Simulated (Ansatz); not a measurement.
Ideal-gas functions of H₅NSiTe, SMILES `N[SiH2][TeH]` at 800 K and 1 bar, from an Ansatz frequency run at PBE0-D4/def2-TZVP.

Molar mass 174.73 g/mol, point group C1 (symmetry number 1), electronic degeneracy 1, moments of inertia 30.465, 296.175, 313.298 u Å². Harmonic wavenumbers (cm⁻¹, unscaled): 123, 186, 216, 321, 411, 464, 570, 733, 851, 859, 907, 925, 1585, 2149, 2232, 2249, 3592, 3685.

Use S(trans) = R[1.5 ln M + 2.5 ln T − 1.1517]; rotational temperatures θ = 24.2544 K / I; S(rot) = R[ln(√π/σ · √(T³/θAθBθC)) + 1.5]; for each mode x = 1.438777 ν̃/T, S = R[x/(eˣ − 1) − ln(1 − e⁻ˣ)] and H = RT x/(eˣ − 1); 1 cm⁻¹ = 0.0119627 kJ/mol; R = 8.31446 J/(mol·K).

Problem. By hand: the entropy, in J/(mol·K).

Solution. Translation 193.8. Rotation: θ = 0.7961, 0.0819, 0.0774 K, giving 122.6. Vibration, mode by mode: 20.87, 17.46, 16.23, 13.00, 11.01, 10.06, 8.46, 6.59, 5.54, 5.48, 5.11, 4.98, 1.95, 0.86, 0.77, 0.75, 0.10, 0.08, in all 129.3. Electronic 0.0. Sum 445.7 J/(mol·K).

Problem. By hand: H − E and G − E in kJ/mol, counted from the electronic energy.

Solution. Zero-point energy ½ × 22058 × 0.0119627 = 131.9; thermal vibration 51.3; translation, rotation and pV give 4 RT = 26.6. H − E = 209.8 kJ/mol, and G − E = 209.8 − 800 × 445.7/1000 = -146.8 kJ/mol.

Vibration gives 29 % of the entropy, 20.9 J/(mol·K) of it from the mode under 150 cm⁻¹: soft modes count most, and the harmonic formula is weakest for them. The sum counts one conformer and one mirror image; others add a mixing term.
